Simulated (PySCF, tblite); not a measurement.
Isomers of C3H11NOSi4, one GFN2-xTB conformer each. Single-point energies are computed at PBE0/pcSseg-1 (PySCF, gas phase, no added dispersion term), electronic only.

**Question.** Rank them by PBE0/pcSseg-1 energy, lowest first (kJ/mol).
A. `C#C[Si@@H]1O[SiH2]N(C)[Si@H]1[SiH3]`
B. `[CH3:1][O:2][Si:3]1([CH2:4][C:5]#[N:6])[SiH2:7][SiH2:8][SiH2:9]1` with C1–O2–Si3–C4 -68°, O2–Si3–C4–C5 60°
C. `[CH3:1][O:2][Si@@:3]1([C:4]#[N:5])[SiH2:6][SiH2:7][Si@H:8]1[CH3:9]` with C1–O2–Si3–C4 57°

**Answer.** A (0.0), C (53.5), B (91.7).

As drawn, the lowest has a C≡C bond, which the highest lacks; the highest has a four-membered ring and a C≡N group, which the lowest lacks. GFN2-xTB itself gives, in the same order: 0.0, 360.8, 316.9. Both levels put the same isomer lowest; measured from each level's own lowest isomer, the values differ by up to 307.3 kJ/mol (CO[Si@@]1(C#N)[SiH2][SiH2][Si@H]1C: 360.8 against 53.5).

**Question.** Which frontier levels, dipoles and rotational constants go with these structures?

**Answer.** 
```csv
SMILES,"HOMO (eV, PBE0/pcSseg-1)",LUMO (eV),dipole (D),"A, B, C (MHz)"
C#C[Si@@H]1O[SiH2]N(C)[Si@H]1[SiH3],-6.84,-0.92,1.43,"1096, 652.1, 476.9"
CO[Si@@]1(C#N)[SiH2][SiH2][Si@H]1C,-7.41,-2.09,3.88,"962.2, 654.5, 552.4"
CO[Si]1(CC#N)[SiH2][SiH2][SiH2]1,-7.51,-1.87,2.54,"1289, 540.8, 510.0"
```

**Question.** What happens when harmonic zero-point energies from GFN2-xTB frequencies are added?

**Answer.** 
| SMILES | ZPE (kJ/mol) | electronic (kJ/mol) | with ZPE (kJ/mol) |
| --- | --- | --- | --- |
| C#C[Si@@H]1O[SiH2]N(C)[Si@H]1[SiH3] | 324.9 | 0.0 | 0.0 |
| CO[Si@@]1(C#N)[SiH2][SiH2][Si@H]1C | 334.9 | 53.5 | 63.5 |
| CO[Si]1(CC#N)[SiH2][SiH2][SiH2]1 | 329.9 | 91.7 | 96.7 |

The zero-point energies span 10.0 kJ/mol. The order is unchanged.
